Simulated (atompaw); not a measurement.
## Before and after: PAW (atompaw) potential for Gd

atompaw 4.2.0.5 input, output lines left out:

```
Gd 64
LDA-PW scalarrelativistic loggrid 2001 logderivrange -3 5 201
6 6 5 4 0 0
6 0 1.5
6 1 0
5 2 1.5
4 3 7
0 0 0
c
c
c
c
c
v
c
c
c
c
v
c
c
v
v
3
3.00 2.50 2.70 1.65
y
1.25
n
y
1.25
n
y
2.95
n
y
2.25
n
custom rrkj vanderbiltortho sinc
bessel
3.00
3.00
3.00
3.00
2.20
2.20
1.45
1.45
```

Change: wave 4f (bound): rc 1.45 bohr becomes 4f (bound): rc 1.76 bohr.

Cutoffs: the cutoffs (Ry, on a coarse ladder) from which the occupation-weighted sum of valence levels, in a spherical-Bessel basis at the reference potential, stays within 10 and 1 mRy of its value at 400 Ry; they do not see the model core or the augmentation charge, which bear on the density cutoff.

Task: What does the change do?

Result: The potential gets softer (70 Ry and 110 Ry → 45 Ry and 70 Ry); both files keep a bound ghost (p).

```csv
quantity,base,changed
"cutoff, loose",70 Ry,45 Ry
"cutoff, tight",110 Ry,70 Ry
loose cutoff by channel (10 mRy a level),"s 6 Ry, d 15 Ry, f 60 Ry","s 6 Ry, d 15 Ry, f 35 Ry"
bound ghosts,p,p
s: phases at 3.00 bohr within 0.05 rad from the reference energy up to (Ry; the scan ends near 5),1.5,1.5
p: phases at 3.00 bohr within 0.05 rad from the reference energy up to (Ry; the scan ends near 5),to the end of the scan,to the end of the scan
d: phases at 3.00 bohr within 0.05 rad from the reference energy up to (Ry; the scan ends near 5),to the end of the scan,to the end of the scan
f: phases at 3.00 bohr within 0.05 rad from the reference energy up to (Ry; the scan ends near 5),4.6,4.6
lowest overlap eigenvalue by channel,"s 0.60, p 0.74, d 0.54, f 0.98","s 0.60, p 0.74, d 0.54, f 1.00"
```

 A true bound ghost makes a file unfit for plane-wave use even where its test errors are small: the radial tests pick states by their node count and pass the ghost by. The cutoffs see the waves, projectors and local potential, not the compensation charge or the core.
